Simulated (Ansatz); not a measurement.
```xyz
14

C    -0.716    0.531    1.147
C     0.250    0.195    0.032
C     0.771   -1.222    0.148
C    -0.351    0.462   -1.332
Br    1.815    1.410    0.228
H    -0.261    0.376    2.126
H    -1.054    1.566    1.081
H    -1.592   -0.122    1.069
H     1.241   -1.393    1.117
H     1.499   -1.442   -0.634
H    -0.067   -1.920    0.044
H    -1.218   -0.193   -1.474
H     0.366    0.258   -2.128
H    -0.685    1.496   -1.422
```

Total charge 0; spin multiplicity 1.

Q: List the CAM-B3LYP/def2-TZVPP orbital energies in eV (Ansatz). (An estimate is asked.)

A: The calculation gave: Occupied: -13140.37, -1701.85, -1533.62, -1533.53, -1533.53, -280.70, -278.83, -278.83, -278.83, -237.92, -178.90, -178.61, -178.61, -73.22, -73.14, -73.14, -72.91, -72.91, -25.47, -22.28, -21.38, -21.38, -17.04, -14.73, -14.37, -14.37, -12.88, -12.88, -12.11, -11.46, -11.46, -10.58, -9.07, -9.07. Lowest empty: 1.13, 1.74, 3.27, 3.27, 3.45, 3.65, 3.65, 4.52.
